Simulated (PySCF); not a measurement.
**Electron correlation in Ga⁺ (gallium, charge +1)**

[Ar] 3d10 4s1 4p1, 4s spin antiparallel (an excited configuration). Computed with PySCF 2.14 in aug-cc-pVDZ-PP with ECP10MDF, with scalar relativity through the core potential. Frozen: 3s2 3p6 3d10; 2 electrons correlated.

Total MP2 correlation energy: -19.52 mhartree.

Same-spin part 0.00 and opposite-spin part -19.52 mhartree; SCS-MP2 scales them by 1/3 and 6/5 to -23.42 mhartree.
